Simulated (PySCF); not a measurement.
## Bond curve of HgF⁺

Set-up: PySCF, scalar-relativistic core potentials, basis sets Hg def2-SVP with ECP60, F def2-SVP. Energies in eV from Hg⁺ + F in their ground configurations at the same level. State: ¹Σ⁺ (singlet), closed shell.

All columns are ωB97X. A positive dipole points towards F; it is taken about the centre of mass and depends on that origin.

```csv
R (Å),E (eV),μ (D),Mulliken charge on Hg (basis-dependent),HOMO (eV),LUMO (eV),Mayer bond order,⟨S²⟩
1.666,-0.397,-3.52,1.29,-20.15,-9.19,1.10,0.00
1.743,-1.142,-3.75,1.29,-19.97,-9.47,1.09,0.00
1.821,-1.535,-3.93,1.29,-19.75,-9.71,1.08,0.00
1.879,-1.664,-4.03,1.29,-19.59,-9.87,1.08,0.00
1.937,-1.690,-4.12,1.28,-19.42,-10.01,1.08,0.00
1.995,-1.638,-4.19,1.27,-19.27,-10.15,1.08,0.00
2.073,-1.483,-4.25,1.26,-19.08,-10.32,1.08,0.00
2.169,-1.201,-4.31,1.24,-18.87,-10.52,1.08,0.00
2.286,-0.792,-4.33,1.21,-18.68,-10.74,1.07,0.00
2.441,-0.211,-4.31,1.18,-18.51,-11.01,1.06,0.00
```

A fit through these points gives, at Re = 1.925 Å, μ = -4.10 D and dμ/dR = -1.39 D/Å; the reduced mass is 17.36 u.

How strong is the fundamental in the double-harmonic approximation, I = 42.26·(dμ/dR)²/μred km/mol?

I = 42.26·(-1.39)²/17.36 = 4.70 km/mol at ωB97X.

These are scalar-relativistic numbers at best; spin–orbit coupling would shift them, the dissociation energy most. For an ion De counts to the pair picked by the measured ionisation energies or electron affinities, which need not be the lowest pair at this level.
